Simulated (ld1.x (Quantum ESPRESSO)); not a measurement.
**I (Z = 53), TM semilocal: configuration errors across variants**

- Element: I (Z = 53)
- Generator: ld1.x (Quantum ESPRESSO) 7.5
- Type: norm-conserving Troullier–Martins (semilocal form)
- Functional: PW91
- Relativity: scalar-relativistic
- Frozen core: [Kr] 4d10
- Valence charge: 7
- Reference configuration: 5s2 5p5
- Partial waves: 5p (bound): rc 1.75 bohr; 5s (bound): rc 1.50 bohr
- Local potential: the s channel
- Core correction: none

All-electron excitation energies from the reference (eV): (1) 5s2 5p4 11.185; (2) 5s2 5p3 31.101; (3) 5s2 5p2 60.517; (4) 5s2 5p4.5 4.558; (5) 5s1 5p5 22.190; (6) 5s1 5p6 10.441; (7) 5s2 5p5.3 -1.797.

A semilocal file is local in each channel, so a ghost entry of none says nothing of the separable form that plane-wave codes build from it.

The file “wave 5p (bound): rc 1.75 bohr becomes 5p (bound): rc 1.18 bohr” misses its own reference levels by 0.6 eV.

Errors AE − PS in meV (a dash: test not solved or not reliable):

| change | (1) | (2) | (3) | (4) | (5) | (6) | (7) | bound ghosts |
| --- | --- | --- | --- | --- | --- | --- | --- | --- |
| base | -1.7 | -3.2 | -3.7 | -0.9 | +10.0 | +7.7 | +0.6 | none |
| wave 5p (bound): rc 1.75 bohr becomes 5p (bound): rc 1.18 bohr | -232 | – | – | -113 | – | -397 | +61 | none |
| wave 5p (bound): rc 1.75 bohr becomes 5p (bound): rc 1.32 bohr | +18 | +97 | +259 | +3.5 | +95 | +46 | +1.4 | none |
| wave 5p (bound): rc 1.75 bohr becomes 5p (bound): rc 1.60 bohr | -0.7 | +0.6 | +1.9 | -0.6 | +16 | +10 | +0.6 | none |
| wave 5p (bound): rc 1.75 bohr becomes 5p (bound): rc 1.82 bohr | -2.1 | -4.1 | -4.1 | -1.0 | +8.3 | +7.5 | +0.6 | none |
| wave 5p (bound): rc 1.75 bohr becomes 5p (bound): rc 2.14 bohr | -2.3 | -4.7 | -4.2 | -1.0 | +7.4 | +7.6 | +0.6 | none |
| wave 5p (bound): rc 1.75 bohr becomes 5p (bound): rc 2.34 bohr | -1.8 | -3.7 | -6.2 | -0.9 | +11 | +9.1 | +0.6 | none |
| wave 5p (bound): rc 1.75 bohr becomes 5p (bound): rc 2.66 bohr | -0.5 | -1.5 | -15 | -0.5 | +23 | +14 | +0.7 | none |

Q: Give the same row for: wave 5p (bound): rc 1.75 bohr becomes 5p (bound): rc 1.94 bohr.

A: -2.2, -4.7, -4.1, -1.0, +7.4, +7.5, +0.6; bound ghosts: none.
